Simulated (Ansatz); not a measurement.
Geometry optimisation, RKS PBE0-D4/def2-SVP in Ansatz.

input.yaml

```yaml
crystal:
  periodic: [false, false, false]
  atoms:
    - { symbol: O, position_ang: [-0.22052, 2.03011, -0.28913] }
    - { symbol: Se, position_ang: [0.85722, 0.72776, -0.81428] }
    - { symbol: O, position_ang: [0.67293, -0.41769, 0.63314] }
    - { symbol: S, position_ang: [-0.47622, -1.59879, 0.72693] }
    - { symbol: H, position_ang: [-1.12874, 1.8832, -0.57554] }
    - { symbol: H, position_ang: [0.29533, -2.62458, 0.31887] }
basis:
  gaussian: { orbitals: def2-SVP }
hamiltonian:
  xc: pbe0
  dispersion: d4
relax:
  f_tol: 0.015
  max_steps: 40
```

Launched with:

```bash
$ ansatz run input.yaml --threads 1 --pin off --max-ram 2048MiB --backend cpu --events-out ev --progress --plain --runs-dir out
```

Q: Where does it end, and by what steps?

A: The run converged. The force dipped under the threshold on the way, but the program's further checks kept it going. After 7 steps the energy has fallen by 0.085 eV; H6 moved furthest, 0.47 Å.

```tsv
step	energy less start (eV)	largest force component (eV/Å)	accepted
0	0.0000	0.854	yes
1	-0.0547	0.528	yes
2	-0.0658	0.585	yes
3	-0.0818	0.258	yes
4	-0.0742	0.255	no
5	-0.0849	0.015	yes
6	-0.0852	0.009	yes
7	-0.0852	0.013	yes
```

```xyz
6
Properties=species:S:1:pos:R:3
O -0.319 1.889 -0.289
Se 0.984 0.750 -0.708
O 0.913 -0.377 0.716
S -0.427 -1.385 0.858
H -1.146 1.508 -0.617
H -0.004 -2.384 0.041
```

Whether the end is a true minimum wasn't checked by a vibrational analysis.

The run took 65 s on 1 thread of Intel(R) Xeon(R) Processor @ 2.50GHz (Skylake/Cascade Lake), with other jobs on the host, peak memory 0.2 GiB.
